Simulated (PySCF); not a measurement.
**Identify the compound**

The spectra below were simulated for a compound C$_{5}$H$_{11}$FOSi.

1H NMR (600 MHz, computed): δ 7.23 (m, 1H), 4.61 (q, 2H), 3.95 (t, 2H), 2.29 (t, 2H), 0.61 (br s, 1H), 0.26 (t, 3H).

13C{1H} NMR (computed): δ 164.1, 122.8, 70.9, 37.1, -2.7.

Theory: geometry from GFN2-xTB, shielding tensors at PBE0/pcSseg-1 (GIAO), in PySCF (non-relativistic, isolated molecule, one averaged value for each set of equivalent atoms, a single conformation).

Shifts are taken against calculated references (same method and geometry level): 1H (σ = 31.72 ppm) and 13C (σ = 186.93 ppm) vs TMS.

Choose the structure that fits.
A. C[SiH2]/C(=C\F)CCO
B. CCO/C(C)=C\[SiH2]F
C. CC/C=C/CO[SiH2]F

Results:

A. 

Rings plus π bonds: 1 (no ring in the answer). 5 carbon signals for 5 carbons: no two carbons are equivalent. Carbon types of the structure: 1 × C, 1 × CH, 2 × CH2, 1 × CH3, leaving 3 H on heteroatoms. δC 164.1: alkene CH; the olefinic region. δC 122.8: fully substituted alkene carbon; an sp2 carbon of a C=C bond. δC 70.9: sp3 CH2 bonded to O; the inductive effect lowers its shielding. δH 3.95: hydrogen on an sp3 CH2 bonded to O; its carbon carries O, which withdraws density. δH 0.26: hydrogen on a methyl carbon bonded to Si; an electropositive neighbour shields it, as in TMS itself.

The others: CCO/C(C)=C\[SiH2]F has carbons computed at 174.4, 98.5, 65.2, 20.7, 17.5, with a different DEPT pattern; CC/C=C/CO[SiH2]F would give 6 signals for carbon-bound and other non-exchanging H, not 5.

OH/NH shifts are gas-phase values; hydrogen bonding in solution moves them, usually downfield. Splittings by 19F in the carbon and heteronuclear signals aren't shown, as no couplings were computed. Shifts are as computed. Against solution values, carbons near 30 ppm lie about +3 ppm off and those near 130 ppm about +5 ppm. Of 1211 compounds with measured shifts, 218 miss one by over three times the rms of a fit or turn the order of signals round; such compounds aren't used in these exercises. Multiplicities follow the n + 1 count of equivalent neighbours, as no J values were calculated; m marks all less simple cases, F and P coupling included.
